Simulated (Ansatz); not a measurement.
`OB(Cl)C=S` and `OB(Cl)Cl` differ in one atom or group.

Ansatz, PBE0-D4/def2-TZVP geometries, multiplicity 1. Each molecule was computed in one conformer, which needn't be the lowest.

| property | `OB(Cl)C=S` |
| --- | --- |
| ideal-gas entropy at 298 K and 1 bar (rigid rotor, harmonic PBE0-D4/def2-TZVP) / J/(mol·K) | 324 |
| zero-point energy (PBE0-D4/def2-TZVP) / kJ/mol | 98.5 |
| size of the dipole moment (ωB97M-V/def2-TZVPP) / D | 1.22 |
| HOMO–LUMO gap (PBE/def2-TZVPP) / eV | 1.56 |
| HOMO–LUMO gap (PBE0/def2-TZVPP) / eV | 3.68 |
| LUMO energy (ωB97M-V/def2-TZVPP) / eV | -1.37 |

Problem. What does the change do to each property? (An estimate is asked.)

Solution. Computed: 
```tsv
property	`OB(Cl)Cl`	shift
ideal-gas entropy at 298 K and 1 bar (rigid rotor, harmonic PBE0-D4/def2-TZVP) / J/(mol·K)	296	-28
zero-point energy (PBE0-D4/def2-TZVP) / kJ/mol	57.0	-41.5
size of the dipole moment (ωB97M-V/def2-TZVPP) / D	1.79	0.57
HOMO–LUMO gap (PBE/def2-TZVPP) / eV	6.26	4.70
HOMO–LUMO gap (PBE0/def2-TZVPP) / eV	8.71	5.03
LUMO energy (ωB97M-V/def2-TZVPP) / eV	1.80	3.17
```

With PBE0 the HOMO falls by 1.84 eV and the LUMO rises by 3.19 eV, so the gap widens by about 5.03 eV. PBE moves the HOMO by -1.66 eV and ωB97M-V by -1.93 eV. The zero-point energy changes by -41.5 kJ/mol with -6 modes. Dipoles are sizes alone; their direction can turn.
